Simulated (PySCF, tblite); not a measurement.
Isomers of C6H6N2O. Computed with GFN2-xTB (tblite): harmonic, unscaled wavenumbers at the GFN2-xTB geometry, gas phase. Against measured fundamentals such values can be off by several per cent, at times by over 20. One conformer each.

Electronic energies: PBE0/pcSseg-1 single points on the GFN2-xTB geometries (PySCF, gas phase).

```csv
SMILES,"electronic energy, lowest = 0 (kJ/mol)"
CC(=O)c1cccnn1,0.0
[H]/N=C\c1cc[n+]([O-])cc1,108.1
C=C/C=C(/C#N)NC=O,43.0
Cc1cc(C=O)cnn1,20.8
N#C[C@@H]1C=C[C@H]1NC=O,68.6
```

How do GFN2-xTB zero-point energies change the relative energies?

```tsv
SMILES	ZPE (kJ/mol)	of it from modes above 1550 cm⁻¹	electronic (kJ/mol)	with ZPE, lowest = 0 (kJ/mol)	lowest mode (cm⁻¹)	rings
CC(=O)c1cccnn1	286.9	120.5	0.0	0.0	14	1
Cc1cc(C=O)cnn1	285.2	118.4	20.8	19.1	63	1
C=C/C=C(/C#N)NC=O	281.9	155.4	43.0	38.0	44	0
N#C[C@@H]1C=C[C@H]1NC=O	286.0	145.1	68.6	67.8	44	1
[H]/N=C\c1cc[n+]([O-])cc1	291.4	131.8	108.1	112.6	59	1
```

The zero-point energies span 9.5 kJ/mol, from `C=C/C=C(/C#N)NC=O` to `[H]/N=C\c1cc[n+]([O-])cc1`. The order is unchanged.

And how do the electronic energies of GFN2-xTB itself compare?

`CC(=O)c1cccnn1` 0.0; `Cc1cc(C=O)cnn1` 14.6; `C=C/C=C(/C#N)NC=O` 99.0; `N#C[C@@H]1C=C[C@H]1NC=O` 108.0; `[H]/N=C\c1cc[n+]([O-])cc1` 91.6 kJ/mol, lowest = 0. Against the energies above, taken from the same isomer `CC(=O)c1cccnn1`, the largest difference is 56.0 kJ/mol.

What do entropy and thermal enthalpy add at 298.15 K and 1 bar (rigid rotor, harmonic oscillator, one conformer each)?

```json
{"SMILES": "Cc1cc(C=O)cnn1", "point group": "Cs", "symmetry number": "1", "S (J/(mol K))": "383.4", "H − H(0) (kJ/mol)": "24.82", "ZPE + H − H(0) − TS (kJ/mol)": "195.7"}
{"SMILES": "C=C/C=C(/C#N)NC=O", "point group": "Cs", "symmetry number": "1", "S (J/(mol K))": "401.9", "H − H(0) (kJ/mol)": "27.36", "ZPE + H − H(0) − TS (kJ/mol)": "189.5"}
{"SMILES": "N#C[C@@H]1C=C[C@H]1NC=O", "point group": "C1", "symmetry number": "1", "S (J/(mol K))": "386.7", "H − H(0) (kJ/mol)": "25.06", "ZPE + H − H(0) − TS (kJ/mol)": "195.8"}
{"SMILES": "[H]/N=C\\c1cc[n+]([O-])cc1", "point group": "Cs", "symmetry number": "1", "S (J/(mol K))": "361.2", "H − H(0) (kJ/mol)": "22.32", "ZPE + H − H(0) − TS (kJ/mol)": "206.0"}
```

Not tabulated: `CC(=O)c1cccnn1` (lowest mode only 14 cm⁻¹).
